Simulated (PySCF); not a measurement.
Compound: SbH2(vinyl), C2H5Sb.
Bonds: Sb1–C4, C4–C5. Hydrogens: H2, H3 on Sb1; H6 on C4; H7, H8 on C5.

Method: PBE0-D3(BJ)/def2-SVP geometry optimisation, gas phase, def2 core potentials past Kr in PySCF.

Task: How far are the bound atoms from Sb1?

Result: 3 atoms: H3 1.719 Å, H2 1.720 Å, C4 2.152 Å. The nearest atom not counted as bound is H6, at 2.84 Å.

Task: List the angles at Sb1.

Result: 
```tsv
angle	degrees	distance of the outer atoms (Å)
H3–Sb1–C4	93.9	2.84
H2–Sb1–C4	93.8	2.84
H2–Sb1–H3	90.3	2.44
```

Task: What is the shape at Sb1?

Result: Pyramidal: angles 93.9°, 93.8° and 90.3°, sum 278.0°, 1.01 Å off the plane of its three neighbours.

Task: What are the other bond lengths?

Result: C4–C5 1.334 Å; C4–H6 1.096 Å; C5–H7 1.096 Å; C5–H8 1.096 Å.

Task: Give some angles away from the centre.

Result: Sb1–C4–C5 121.7°.

Task: What are the rotational constants (commonest isotopes, rigid rotor)?

Result: A = 32889, B = 3067, C = 2902 MHz: a near-prolate asymmetric top.

Point group: near Cs, missed by 0.16 Å at most; the miss may be what the optimiser left on a soft mode. Charge 0, singlet. PBE0-D3(BJ)/def2-SVP frequencies: not computed here.

Time: 12 s. Hardware: one thread, Arm Neoverse V1, no GPU, shared host. This is the geometry optimisation.

One conformer stands for the species.
